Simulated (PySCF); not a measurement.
Simulated outer-valence photoelectron spectrum of `[SiH3][CH2][GeH3]`. Method used: EOM-IP-CCSD/aug-cc-pVDZ in PySCF, restricted Hartree–Fock reference, 15 core orbitals frozen, non-relativistic, gas phase, PBE0-D3(BJ)/def2-SVP geometry.

Each root has a Gaussian of 0.5 eV full width with its one-hole share as area; cross sections and vibrations are left out, and the highest printed point is 100.

```
ionisation energy (eV)  intensity
                  10.0          0
                  10.2          2
                  10.4         14
                  10.6         36
                  10.8         40
                  11.0         26
                  11.2         34
                  11.4         45
                  11.6         44
                  11.8         68
                  12.0        100
                  12.2         90
                  12.4         44
                  12.6         15
                  12.8         23
                  13.0         41
                  13.2         31
                  13.4         10
                  13.6          1
                  13.8          0
                  14.0          1
                  14.2          8
                  14.4         29
                  14.6         41
                  14.8         24
                  15.0          6
                  15.2          1
                  15.4          0
                  15.6          0
                  15.8          0
                  16.0          0
                  16.2          0
                  16.4          0
                  16.6          0
                  16.8          3
                  17.0         16
                  17.2         36
                  17.4         33
                  17.6         12
                  17.8          2
                  18.0          0
```

Q: Where are the maxima, and how many lines lie under the curve?

A: 6 maxima, at 10.7, 11.4, 12.1, 13.0, 14.6 and 17.3 eV, from 8 lines. At this width some lines have no maximum of their own.

Q: List the lines with their holes.

A: 
```json
{"E (eV)": "10.71", "leading hole (HF orbital)": "HOMO", "area": "0.95", "Koopmans (eV)": "11.48"}
{"E (eV)": "11.37", "leading hole (HF orbital)": "HOMO-1", "area": "0.95", "Koopmans (eV)": "12.14"}
{"E (eV)": "11.88", "leading hole (HF orbital)": "HOMO-2", "area": "0.95", "Koopmans (eV)": "12.54"}
{"E (eV)": "12.07", "leading hole (HF orbital)": "HOMO-3", "area": "0.95", "Koopmans (eV)": "12.76"}
{"E (eV)": "12.21", "leading hole (HF orbital)": "HOMO-4", "area": "0.94", "Koopmans (eV)": "12.95"}
{"E (eV)": "13.04", "leading hole (HF orbital)": "HOMO-5", "area": "0.94", "Koopmans (eV)": "13.94"}
{"E (eV)": "14.58", "leading hole (HF orbital)": "HOMO-6", "area": "0.94", "Koopmans (eV)": "15.74"}
{"E (eV)": "17.28", "leading hole (HF orbital)": "HOMO-7", "area": "0.88", "Koopmans (eV)": "18.87"}
```

The widest gap, 2.70 eV, lies between 14.58 and 17.28 eV. Only orbitals with −ε under 21 eV, eight at most, were ionised, so the high end of the curve may lack lines.
